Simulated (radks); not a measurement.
Task: These are the eigenvalues of the occupied orbitals of an atom or ion with whole-number occupations (Ry). Calculated with a radial shooting solver on a logarithmic mesh with Libxc functionals: scalar-relativistic Kohn-Sham, PBEsol, spin-polarised, spherical densities, finite nucleus; Fermi nuclear charge, rms radius of each element as measured or else 0.836 A^(1/3) + 0.57 fm.

| orbital | eigenvalue |
|---|---|
| 1s up | -865.8625 |
| 1s down | -865.7964 |
| 2s up | -114.0851 |
| 2s down | -114.0298 |
| 2p up | -100.6961 |
| 2p down | -100.6406 |
| 3s up | -18.63934 |
| 3p up | -14.46793 |
| 3p down | -14.33834 |
| 3d up | -7.57159 |
| 3d down | -7.46256 |
| 4s up | -4.45207 |
| 4s down | -4.44023 |

Which element is it, and in what charge state? The configuration may be excited. Open shells, if any, are filled with parallel spins first.

Result: Z = 33, arsenic, charge +4: As4+ in [Ne] 3s1 3p6 3d10 4s2. The list shows which subshells hold electrons but not how many an open one holds; the 1s level, -432.93 hartree, gives Z - s = 29.4 by -(Z - s)^2/2, which with screening and relativity narrows Z to a few neighbours, and the depths of the outer levels then fix element, charge and occupations together.
